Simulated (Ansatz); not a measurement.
Li₉⁺. Total charge 1; singlet. Geometry relaxed at PBE0/def2-TZVP.

```tsv
atom	x (Å)	y (Å)	z (Å)
Li1	0.959	-0.577	2.398
Li2	0.001	0.001	0.000
Li3	-1.555	-1.883	1.014
Li4	2.533	0.739	-0.215
Li5	0.108	1.816	-1.923
Li6	-1.023	-1.122	-2.165
Li7	1.399	-2.200	-0.453
Li8	0.044	2.268	1.364
Li9	-2.466	0.957	-0.022
```

The restricted singlet is unstable towards broken spin symmetry in Hartree–Fock (as tested in another run); at PBE0/def2-TZVP this wasn't settled. The structure comes from a short search, and lower isomers may exist.

Problem. Estimate the harmonic wavenumbers at RKS PBE0/def2-TZVP (Ansatz, unscaled). Is this a minimum?

Solution. 49, 50, 126, 154, 171, 172, 201, 202, 208, 208, 211, 211, 218, 233, 233, 248, 249, 262, 414, 442, 442 cm⁻¹. Yes, no mode is imaginary beyond noise. Zero-point energy 28.1 kJ/mol. It took 65 s on 4 threads of Arm Neoverse V1 on a shared host.
